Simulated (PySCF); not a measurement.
CrF₄: one-bond stretch

These are results of PySCF, UPBE0, basis Cr def2-SVP, F def2-SVP (no relativity, density fitting), not measurements.

Rigid scan from the triplet minimum (Cr–F 1.683 Å (×4); F–Cr–F 109.5° (×6)). Coordinate: the bond from Cr to the last atom (F) scaled, the rest fixed. Energies in kJ/mol from the minimum.

Predict the curve at 0.92, 0.96, 1.00, 1.05, 1.12, 1.20, 1.35, 1.55, 1.80, 2.20.


```csv
scale of one bond,E (kJ/mol),dipole size (D),⟨S²⟩
0.92,38.6,0.77,2.01
0.96,8.4,0.36,2.01
1.00,0.0,0.00,2.01
1.05,9.8,0.41,2.02
1.12,45.0,0.90,2.02
1.20,99.1,1.34,2.04
1.35,200.8,1.31,2.25
1.55,290.1,–,2.60
1.80,344.9,–,2.83
2.20,372.0,–,2.98
```

Spin contamination is strong at 1.35, 1.55, 1.80, 2.20, so these points are less reliable.

Other spin states or occupations of the open shell can lie lower.

Other isomers or separated fragments may lie lower.

The scan took 90 s on 2 threads of a shared Intel Xeon @ 2.50GHz (Skylake/Cascade Lake) host; the process peaked at 1.1 GiB.
